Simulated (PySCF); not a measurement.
# Xe+ (xenon, charge +1) across methods

[Kr] 4d10 5s1 5p6, 2S determinant (an excited configuration). Calculation: PySCF 2.14, in def2-TZVPPD with the def2 core potential (28 electrons); a scalar-relativistic core potential.

```tsv
method	E (hartree)	mean ε 5s α (eV)	mean ε 5p α (eV)	mean ε 5p β (eV)	Σ⟨r²⟩ (bohr²)	⟨S²⟩
B97-3	-328.5027	-32.805	-19.436	-18.164	49.79	0.753
r2SCANh	-328.5475	-32.083	-18.943	-17.788	49.73	0.754
PBE0	-328.4485	-32.710	-19.398	-18.187	49.81	0.752
LDA	-328.0050	-30.512	-18.027	-17.412	49.72	0.751
MN15	-327.6289	-33.525	-19.902	-18.676	49.98	0.752
PBE	-328.4409	-30.287	-17.915	-17.211	49.76	0.751
UHF	-327.32997	-38.955	-22.894	-19.871	50.70	0.763
r2SCAN	-328.5643	-31.224	-18.416	-17.435	49.68	0.753
```

Question: Estimate the same row for TPSS.

Answer: E (hartree) = -328.3349; mean ε 5s α (eV) = -30.492; mean ε 5p α (eV) = -18.069; mean ε 5p β (eV) = -17.290; Σ⟨r²⟩ (bohr²) = 49.72; ⟨S²⟩ = 0.751.

Energies and moments cover only the electrons outside the core potential.
